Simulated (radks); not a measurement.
Spherical quantum dot in the effective-mass picture: electrons in a parabolic well V = omega^2 r^2 / 2 with omega = 4.92, with a point charge +2 (a donor) at the centre, all in effective atomic units (hartree* = m*/eps^2 hartree, bohr* = eps/m* bohr), one dielectric constant everywhere. Calculated with a radial shooting solver with Libxc functionals: non-relativistic Kohn-Sham, PBEsol, spin-polarised, spherical densities. Levels are named by radial order and angular momentum (1s, 1p, 1d, 2s, ...), and open shells are averaged over m. Each electron was tried in the lowest free levels, single moves between levels near the top were tried too, and the lowest total energy was kept; such a search can miss a lower state. At N = 1 the Hartree and exchange-correlation terms need not cancel, so that row can carry a self-interaction error.

\begin{tabular}{lrrrrrrr}
N & open shells & 2S & E (hartree*) & mu = E(N) - E(N-1) (hartree*) & addition energy mu(N+1) - mu(N) (hartree*) & e(HOMO) (hartree*) & rms radius (bohr*) \\ \hline
1 & 1s(up 1, down 0) & 1 & 1.69438 & 1.6944 & 2.126 & 2.4968 & 0.4536 \\
2 & none & 0 & 5.51451 & 3.8201 & 7.917 & 4.5831 & 0.4720 \\
3 & 1p(up 1, down 0) & 1 & 17.2518 & 11.737 & 1.152 & 12.301 & 0.5598 \\
4 & 1p(up 2, down 0) & 2 & 30.1410 & 12.889 & 1.190 & 13.482 & 0.6038 \\
5 & 1p(up 3, down 0) & 3 & 44.2205 & 14.080 & 1.577 & 14.677 & 0.6327 \\
6 & 1p(up 3, down 1) & 2 & 59.8772 & 15.657 & 1.090 & 16.192 & 0.6555 \\
7 & 1p(up 3, down 2) & 1 & 76.6238 & 16.747 & 1.123 & 17.306 & 0.6739 \\
8 & none & 0 & 94.4933 & 17.870 & 4.507 & 18.434 & 0.6896 \\
9 & 2s(up 1, down 0) & 1 & 116.870 & 22.377 & 1.137 & 22.877 & 0.7171 \\
10 & none & 0 & 140.383 & 23.513 & 1.950 & 24.009 & 0.7400 \\
11 & 1d(up 1, down 0) & 1 & 165.847 & 25.464 & 0.9409 & 25.934 & 0.7607 \\
12 & 1d(up 2, down 0) & 2 & 192.251 & 26.405 & 0.9412 & 26.875 & 0.7786 \\
13 & 1d(up 3, down 0) & 3 & 219.597 & 27.346 & 0.9390 & 27.816 & 0.7945 \\
14 & 1d(up 4, down 0) & 4 & 247.882 & 28.285 & 0.9352 & 28.753 & 0.8088 \\
15 & 1d(up 5, down 0) & 5 & 277.102 & 29.220 & 1.192 & 29.686 & 0.8219 \\
16 & 1d(up 5, down 1) & 4 & 307.514 & 30.412 & 0.8960 & 30.860 & 0.8342 \\
17 & 1d(up 5, down 2) & 3 & 338.822 & 31.308 & 0.8969 & 31.757 & 0.8457 \\
18 & 1d(up 5, down 3) & 2 & 371.027 & 32.205 & 0.8954 & 32.653 & 0.8564 \\
19 & 1d(up 5, down 4) & 1 & 404.127 & 33.100 & 0.8925 & 33.547 & 0.8666 \\
20 & none & 0 & 438.120 & 33.993 & 4.689 & 34.438 & 0.8762 \\
21 & 1f(up 1, down 0) & 1 & 476.802 & 38.682 & 0.8031 & 39.083 & 0.8900 \\
22 & 1f(up 2, down 0) & 2 & 516.287 & 39.485 & 0.8021 & 39.886 & 0.9029 \\
23 & 1f(up 3, down 0) & 3 & 556.574 & 40.287 & 0.8004 & 40.687 & 0.9150 \\
24 & 1f(up 4, down 0) & 4 & 597.661 & 41.087 & 0.7982 & 41.487 & 0.9264 \\
25 & 1f(up 5, down 0) & 5 & 639.547 & 41.886 & 0.7956 & 42.284 & 0.9371 \\
26 & 1f(up 6, down 0) & 6 & 682.228 & 42.681 & 0.7928 & 43.078 & 0.9472 \\
27 & 1f(up 7, down 0) & 7 & 725.702 & 43.474 & 0.8594 & 43.869 & 0.9569 \\
28 & 1f(up 7, down 0) 2p(up 1, down 0) & 8 & 770.035 & 44.333 & 0.8091 & 44.738 & 0.9662 \\
29 & 1f(up 7, down 0) 2p(up 2, down 0) & 9 & 815.177 & 45.142 & 0.8082 & 45.547 & 0.9751 \\
30 & 1f(up 7, down 0) 2p(up 3, down 0) & 10 & 861.128 & 45.951 & 0.9169 & 46.354 & 0.9836 \\
31 & 1f(up 7, down 1) 2p(up 3, down 0) & 9 & 907.996 & 46.868 & 0.7580 & 47.247 & 0.9919 \\
32 & 1f(up 7, down 2) 2p(up 3, down 0) & 8 & 955.621 & 47.626 & 0.7574 & 48.004 & 1.0000 \\
33 & 1f(up 7, down 3) 2p(up 3, down 0) & 7 & 1004.00 & 48.383 & 0.7561 & 48.761 & 1.008 \\
34 & 1f(up 7, down 4) 2p(up 3, down 0) & 6 & 1053.14 & 49.139 & 0.7544 & 49.517 & 1.015 \\
35 & 1f(up 7, down 5) 2p(up 3, down 0) & 5 & 1103.04 & 49.893 & 0.7524 & 50.270 & 1.022 \\
36 & 1f(up 7, down 6) 2p(up 3, down 0) & 4 & 1153.68 & 50.646 & 0.7502 & 51.021 & 1.030 \\
37 & 2p(up 3, down 0) & 3 & 1205.08 & 51.396 & - & 51.770 & 1.036 \\
\end{tabular}

All shells are closed at N = 2, 8, 10, 20 (there: 1s2 1p6 1d10 2s2); the second difference of the energy has clear peaks (12 % above both neighbours; the first and last values, which can be the largest, are not judged, and half-filled shells can peak too) at N = 2, 5, 8, 10, 15, 20, 30.
